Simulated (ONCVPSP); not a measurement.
# Reading a pseudo-wave (hafnium (Hf))

Columns: radius, all-electron u(r) and pseudo u(r) of the 5p shell (level -35.57 eV) of hafnium in the configuration [Kr] 4d10 4f14 5s2 5p6 5d2 6s2; PBE, scalar-relativistic, ONCV scheme, ONCVPSP 4.0.1.

```json
{"r (bohr)": "0.098", "all-electron": "0.1299", "pseudo": "0.0087"}
{"r (bohr)": "0.195", "all-electron": "0.2299", "pseudo": "0.0365"}
{"r (bohr)": "0.292", "all-electron": "-0.2842", "pseudo": "0.0877"}
{"r (bohr)": "0.390", "all-electron": "-0.5074", "pseudo": "0.1676"}
{"r (bohr)": "0.488", "all-electron": "-0.3592", "pseudo": "0.2765"}
{"r (bohr)": "0.585", "all-electron": "-0.0410", "pseudo": "0.4076"}
{"r (bohr)": "0.682", "all-electron": "0.2964", "pseudo": "0.5509"}
{"r (bohr)": "0.780", "all-electron": "0.5817", "pseudo": "0.6930"}
{"r (bohr)": "0.878", "all-electron": "0.7881", "pseudo": "0.8170"}
{"r (bohr)": "0.975", "all-electron": "0.9167", "pseudo": "0.9095"}
{"r (bohr)": "1.072", "all-electron": "0.9820", "pseudo": "0.9655"}
{"r (bohr)": "1.170", "all-electron": "0.9981", "pseudo": "0.9843"}
{"r (bohr)": "1.268", "all-electron": "0.9781", "pseudo": "0.9701"}
{"r (bohr)": "1.365", "all-electron": "0.9341", "pseudo": "0.9305"}
{"r (bohr)": "1.463", "all-electron": "0.8743", "pseudo": "0.8732"}
{"r (bohr)": "1.560", "all-electron": "0.8068", "pseudo": "0.8066"}
{"r (bohr)": "1.658", "all-electron": "0.7353", "pseudo": "0.7352"}
{"r (bohr)": "1.755", "all-electron": "0.6645", "pseudo": "0.6644"}
{"r (bohr)": "1.852", "all-electron": "0.5961", "pseudo": "0.5960"}
{"r (bohr)": "1.950", "all-electron": "0.5309", "pseudo": "0.5309"}
{"r (bohr)": "2.047", "all-electron": "0.4711", "pseudo": "0.4710"}
{"r (bohr)": "2.145", "all-electron": "0.4158", "pseudo": "0.4157"}
{"r (bohr)": "2.242", "all-electron": "0.3662", "pseudo": "0.3661"}
{"r (bohr)": "2.340", "all-electron": "0.3211", "pseudo": "0.3211"}
{"r (bohr)": "2.438", "all-electron": "0.2810", "pseudo": "0.2809"}
{"r (bohr)": "2.535", "all-electron": "0.2456", "pseudo": "0.2456"}
```

Task: How many radial nodes do the two functions have?

Result: The all-electron 5p function has n − l − 1 = 3 (the table is too coarse to show those close to the nucleus); the pseudo-wave has 0, since the states of the same l below it are removed with the core.

Task: At about which radius was the pseudo-wave matched?

Result: 1.70 bohr. The columns agree to 0.0005 from 1.56 bohr on; several derivatives are matched, so the curves merge somewhat inside the radius.

Task: Is the pseudo-wave norm-conserving?

Result: Yes: the ONCV scheme keeps the norm inside the radius equal to the all-electron one, which fixes the energy derivative of the logarithmic derivative at the level.
